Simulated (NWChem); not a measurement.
Molecule: C₃H₄FNSi; SMILES N1=CC=C[Si@@H]1F

```xyz
10

F      0.0599    -2.0268    -0.5819
Si     0.0167    -0.7435     0.4058
C      1.3370     0.5377     0.0488
C      0.6342     1.6493    -0.2353
C     -0.8576     1.4553    -0.2164
N     -1.3585     0.3110     0.0480
H     -0.0247    -1.2584     1.7971
H      2.4278     0.5134     0.0801
H      1.0652     2.6294    -0.4679
H     -1.5068     2.3218    -0.4365
```
Atoms are numbered in this order, from 1.

Program: NWChem. All runs use the structure optimised with PBE0/def2-SVP. Atomic charges in e: unrestrained fits to the electrostatic potential beside Mulliken populations; buried atoms are poorly determined by the fit.

Task: Estimate the computed values for B3LYP/def2-SVP. Quantities: ESP F1; Mulliken F1; ESP Si2; Mulliken Si2; ESP C3; Mulliken C3; ESP C4; Mulliken C4; ESP C5; Mulliken C5; relative RMS misfit of the potential (%).

Result: 
- ESP F1 = -0.34
- Mulliken F1 = -0.33
- ESP Si2 = 1.01
- Mulliken Si2 = 0.81
- ESP C3 = -0.40
- Mulliken C3 = -0.18
- ESP C4 = -0.06
- Mulliken C4 = -0.02
- ESP C5 = 0.34
- Mulliken C5 = 0.06
- relative RMS misfit of the potential (%) = 29
